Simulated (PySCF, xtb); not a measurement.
GeH₄Te, SMILES [TeH][GeH3].

Harmonic wavenumbers (cm⁻¹) from GFN2-xTB in xtb at its own minimum, in rising order: 110, 267, 408, 460, 598, 803, 866, 881, 1923, 1940, 2004, 2044.

What does B3LYP-D3(BJ)/def2-TZVP (PySCF 2.14.0) give at its own minimum? (An estimate is asked for; the answer gives what the named calculation found.)

123, 229, 426, 507, 620, 802, 870, 882, 2115, 2130, 2139, 2150. Paired by order, the mean absolute difference is 64 cm⁻¹ and the zero-point energies are 17.6 and 18.6 kcal/mol.
